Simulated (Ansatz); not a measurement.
Calculation: frozen-core CCSD(T)/cc-pVTZ // B3LYP-D3(BJ)/def2-TZVP (Ansatz, a first-principles code).

Ansatz 0.2 input:
```yaml
crystal:
  periodic: [false, false, false]
  atoms:
    - { symbol: O, position_ang: [-3.369568, 0.456081, -1.161895] }
    - { symbol: Si, position_ang: [-1.972998, -0.220947, -0.576937] }
    - { symbol: Si, position_ang: [-0.536126, 1.327196, 0.45161] }
    - { symbol: Si, position_ang: [1.315849, 0.196071, 1.344176] }
    - { symbol: Si, position_ang: [2.247283, -1.200077, -0.292553] }
    - { symbol: H, position_ang: [-3.29604, 1.17978, -1.788688] }
    - { symbol: H, position_ang: [-1.207291, -0.896573, -1.658733] }
    - { symbol: H, position_ang: [-2.411768, -1.244487, 0.396616] }
    - { symbol: H, position_ang: [-0.052326, 2.29374, -0.571606] }
    - { symbol: H, position_ang: [-1.24428, 2.09753, 1.506657] }
    - { symbol: H, position_ang: [2.334057, 1.160526, 1.834229] }
    - { symbol: H, position_ang: [0.87332, -0.633368, 2.49466] }
    - { symbol: H, position_ang: [2.566561, -0.411685, -1.507919] }
    - { symbol: H, position_ang: [3.487887, -1.854462, 0.189708] }
    - { symbol: H, position_ang: [1.265435, -2.249327, -0.659327] }
basis:
  gaussian: { orbitals: cc-pVTZ }
correlation:
  method: ccsd_t
```

Output:

```
Functional definition: HF
1748 factors; integrals over basis functions are off by at most 7.5e-4 eV
mean field evaluation 1: about -33643.4290 eV, gradient 3.8e1 eV
mean field evaluation 2: about -33643.7646 eV, gradient 3.8e1 eV
mean field evaluation 4: about -33647.7346 eV, gradient 4.3e0 eV
mean field evaluation 8: about -33647.8365 eV, gradient 1.7e-1 eV
mean field evaluation 16: about -33647.8367 eV, gradient 1.9e-6 eV
mean field -33647.83671223 eV, -1236.5351918516 hartree, gradient 1.9e-6 eV, S^2 0.000000; 0 other end points of the search recorded, 0 dependent functions left out
21 core orbitals not correlated
reference -33647.83671223 eV, -1236.5351918516 hartree; 16, 16 occupied and 269, 269 virtual orbitals, 1748 factors
second order -20.32267181 eV of doubles, -0.00000000 eV of singles
cycle   1  -21.79409665 eV  change    -1.5e0 eV  update   1.1e-1
cycle   2  -22.49663909 eV  change   -7.0e-1 eV  update   3.6e-2
cycle   3  -22.60233714 eV  change   -1.1e-1 eV  update   1.7e-2
cycle   4  -22.59254356 eV  change    9.8e-3 eV  update   4.6e-3
cycle   5  -22.58972928 eV  change    2.8e-3 eV  update   1.9e-3
cycle   6  -22.58948031 eV  change    2.5e-4 eV  update   5.5e-4
cycle   7  -22.58914018 eV  change    3.4e-4 eV  update   2.0e-4
cycle   8  -22.58911536 eV  change    2.5e-5 eV  update   6.2e-5
cycle   9  -22.58914930 eV  change   -3.4e-5 eV  update   2.6e-5
perturbative correction -0.81316628 eV, -0.0298833096 hartree
Total energy: -33671.23902781 eV, -1237.3952110864 hartree
```

Cost: very roughly 30 core-minutes.
